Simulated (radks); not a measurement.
Cd I, 48 electrons, occupied as [Kr] 4d10 5s1.5 5p0.5 (fractional occupations, a model configuration).

Method: Dirac Kohn-Sham, PBE, spin-unpolarised, spherical densities, point nucleus; open shells fill j = l - 1/2 first; computed with a radial shooting solver on a logarithmic mesh with Libxc functionals.

Energy parts (eV):
total: -152273.658
kinetic: 159681.380
electron-nucleus: -369413.464
Hartree: 61666.754
exchange-correlation: -4208.327

Orbitals (lengths in bohr, moments of r in powers of bohr):
[
 {"orbital": "1s1/2", "occ.": "2", "eigenvalue (eV)": "-26510.53", "<r>": "0.03040", "small-component weight": "3.10e-02"},
 {"orbital": "2s1/2", "occ.": "2", "eigenvalue (eV)": "-3935.505", "<r>": "0.1313", "small-component weight": "6.51e-03"},
 {"orbital": "2p1/2", "occ.": "2", "eigenvalue (eV)": "-3663.688", "<r>": "0.1112", "small-component weight": "6.52e-03"},
 {"orbital": "2p3/2", "occ.": "4", "eigenvalue (eV)": "-3471.224", "<r>": "0.1164", "small-component weight": "6.25e-03"},
 {"orbital": "3s1/2", "occ.": "2", "eigenvalue (eV)": "-734.3083", "<r>": "0.3580", "small-component weight": "1.85e-03"},
 {"orbital": "3p1/2", "occ.": "2", "eigenvalue (eV)": "-625.4047", "<r>": "0.3494", "small-component weight": "1.79e-03"},
 {"orbital": "3p3/2", "occ.": "4", "eigenvalue (eV)": "-591.0330", "<r>": "0.3604", "small-component weight": "1.72e-03"},
 {"orbital": "3d3/2", "occ.": "4", "eigenvalue (eV)": "-398.3812", "<r>": "0.3327", "small-component weight": "1.60e-03"},
 {"orbital": "3d5/2", "occ.": "6", "eigenvalue (eV)": "-391.3972", "<r>": "0.3362", "small-component weight": "1.58e-03"},
 {"orbital": "4s1/2", "occ.": "2", "eigenvalue (eV)": "-106.8143", "<r>": "0.8792", "small-component weight": "4.77e-04"},
 {"orbital": "4p1/2", "occ.": "2", "eigenvalue (eV)": "-71.9188", "<r>": "0.9392", "small-component weight": "4.18e-04"},
 {"orbital": "4p3/2", "occ.": "4", "eigenvalue (eV)": "-66.0971", "<r>": "0.9703", "small-component weight": "3.96e-04"},
 {"orbital": "4d3/2", "occ.": "4", "eigenvalue (eV)": "-13.0946", "<r>": "1.273", "small-component weight": "2.44e-04"},
 {"orbital": "4d5/2", "occ.": "6", "eigenvalue (eV)": "-12.3956", "<r>": "1.293", "small-component weight": "2.38e-04"},
 {"orbital": "5s1/2", "occ.": "1.5", "eigenvalue (eV)": "-6.2844", "<r>": "2.855", "small-component weight": "4.66e-05"},
 {"orbital": "5p1/2", "occ.": "0.5", "eigenvalue (eV)": "-1.7637", "<r>": "4.251", "small-component weight": "1.99e-05"},
 {"orbital": "5p3/2", "occ.": "0", "eigenvalue (eV)": "-1.5729", "<r>": "4.481", "small-component weight": "1.77e-05"}
]

The highest occupied level is 5p1/2 at -1.764 eV. The density falls to 0.001 e/bohr^3 at r = 4.48 bohr.

Run on one thread of a shared host, so times are rough (Intel(R) Xeon(R) Platinum 8559C): 0.14 s of CPU time, 0.14 s wall, 14 iterations on 2725 mesh points.
